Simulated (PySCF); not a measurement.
Q: Give a PBE0-D3(BJ)/def2-TZVP geometry of perfluoroethyl bromide (`FC(F)(F)C(F)(F)Br`).

A: 
Z-matrix in Å and degrees, rows numbered from 1:
```
F 
C   1  1.3280
F   2  1.3236  1  108.79
F   2  1.3239  1  108.77  3   119.07
C   2  1.5506  1  108.82  3  -120.47
F   5  1.3297  2  108.56  1    59.25
F   5  1.3292  2  108.61  1   -58.76
Br  5  1.9280  2  111.18  1  -179.79
```

Computed, not measured: PBE0-D3(BJ)/def2-TZVP geometry optimisation, gas phase (PySCF 2.14.0).

Point group: Cs (every atom within 0.08 Å of its image). Whether it is a minimum is left open (no frequencies).

***

Write Cartesian coordinates for methyl(difluoro)silyl chloride (`C[Si](F)(F)Cl`) as optimised with PBE0-D3(BJ)/def2-SVP.

```xyz
8
CH3ClF2Si angstrom
C     -0.9857   -0.2195   -0.1053
Si     0.7778    0.2329    0.1294
F      1.2453    0.0079    1.6524
F      1.0184    1.7909   -0.1915
Cl     2.0218   -0.8554   -1.0660
H     -1.1401   -1.2897    0.0956
H     -1.2959   -0.0115   -1.1400
H     -1.6235    0.3632    0.5762
```

Orientation and origin are arbitrary. Atoms count from 1 in this order. Si2 (fluorine-bound silicon) is tetrahedral (angles from 106.3° to 112.3°).

Bonds between heavy atoms (Å): C1–Si2 1.836, Si2–F3 1.609, Si2–F4 1.609, Si2–Cl5 2.040.

The calculation used PBE0-D3(BJ)/def2-SVP geometry optimisation, gas phase (PySCF).

Stationary, but not proved a minimum.
